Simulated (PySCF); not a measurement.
C2H6Cd, SMILES [CdH][CH2]C. The structure is a stationary point at B3LYP-D3(BJ)/def2-SVP. The def2 effective core potentials stand for the cores of Cd; spin–orbit coupling is left out.

Level of theory: B3LYP-D3(BJ)/def2-SVP run with PySCF.

Harmonic wavenumbers (cm⁻¹): 185, 222, 420, 426, 498, 641, 935, 963, 1027, 1189, 1245, 1397, 1441, 1473, 1481, 1764, 3002, 3027, 3069, 3070, 3094. Rotational constants (GHz): 29.66, 2.856, 2.692; symmetry number 1.

Question: Work out the zero-point energy and the ideal-gas rigid-rotor harmonic-oscillator thermochemistry at 298.15 K and 1 atm.

Answer: ZPE = ½ Σ hcν = ½ × 30569 cm⁻¹ = 182.84 kJ/mol. H − E(el) = 198.62 kJ/mol. Entropy in J/(mol K): translation 170.60, rotation 103.59, vibration 31.31, total 305.50. G − E(el) = 107.53 kJ/mol. Cp = 78.07 J/(mol K).
